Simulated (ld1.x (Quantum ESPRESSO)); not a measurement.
PBE TM dataset for As (Z = 33), fully relativistic all-electron reference.

```json
{
  "Element": "As",
  "Generator": "ld1.x (Quantum ESPRESSO) 7.5",
  "Type": "norm-conserving Troullier–Martins (Kleinman–Bylander form)",
  "Functional": "PBE",
  "Relativity": "fully relativistic",
  "Frozen core": "[Ar] 3d10",
  "Valence charge": "5",
  "Reference configuration": "4s2 4p3",
  "Partial waves": "4s (bound): rc 1.35 bohr; 4p (bound): rc 1.55 bohr; 4d channel at 3.49 Ry: rc 1.35 bohr",
  "Local potential": "all-electron potential smoothed inside 1.35 bohr (lloc = -1)",
  "Core correction": "none"
}
```

Open shells are filled in proportion to 2j + 1 (rel_dist='average').

(1) Estimate the cutoffs (Ry, on a coarse ladder) from which the occupation-weighted sum of valence levels, in a spherical-Bessel basis at the reference potential, stays within 10 and 1 mRy of its value at 400 Ry.

(2) Does the potential have ghost states?

(3) Which valence shell sets the plane-wave cutoff?

(4) Tests: 4s2 4p2; 4s2 4p1; 4s2 4p0; 4s1 4p4; 4s1 4p0; 4s2 4p3.3; 4s2 4p2.5. Which has the largest error in its energy relative to the reference configuration, and how large is it?

Answers

(1) 40 Ry and 90 Ry.

(2) No extra level below or beside the all-electron valence levels (s, p1/2, p3/2, d3/2, d5/2, f tested). The logarithmic derivative shows an extra or strongly shifted pseudo pole above the reference energy (s near -0.08 Ry).

(3) 4s: its level needs 70 Ry to come within 1 mRy, against 40 Ry for 4p.

(4) 4s1 4p0, with +2231 meV (all-electron minus pseudo) on +105.43 eV.
